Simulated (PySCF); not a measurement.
# Sn²⁺ (tin, charge +2) across methods

[Kr] 4d10 5s1 5p1, 5s spin antiparallel (an excited configuration). Computed with PySCF 2.14 in aug-cc-pVQZ-DK3, with scalar relativity by spin-free X2C-1e. The B2PLYP total includes its PT2 part (frozen core); its orbital energies are those of the SCF part.

| method | E (hartree) | mean ε 4d α (eV) | mean ε 5s β (eV) | mean ε 5p α (eV) | Σ⟨r²⟩ (bohr²) | ⟨S²⟩ |
| --- | --- | --- | --- | --- | --- | --- |
| B2PLYP | -6174.50 | -49.977 | -28.790 | -20.007 | 36.99 | 1.000 |
| PBE0 | -6174.83 | -47.366 | -27.933 | -19.454 | 36.74 | 1.000 |
| r2SCAN | -6175.17 | -45.327 | -27.198 | -18.877 | 36.71 | 1.000 |
| BHandHLYP | -6175.17 | -49.941 | -28.910 | -20.089 | 36.90 | 1.000 |
| LDA | -6169.12 | -44.797 | -27.428 | -18.860 | 36.56 | 1.000 |
| PBE | -6174.76 | -44.599 | -26.995 | -18.719 | 36.68 | 1.000 |
| UHF | -6172.47876 | -54.452 | -29.875 | -20.854 | 37.41 | 1.000 |
| B3LYP | -6175.24 | -46.807 | -27.967 | -19.381 | 36.76 | 1.000 |

With the s spin flipped the determinant is a mixture of two multiplicities, not a spectroscopic state.
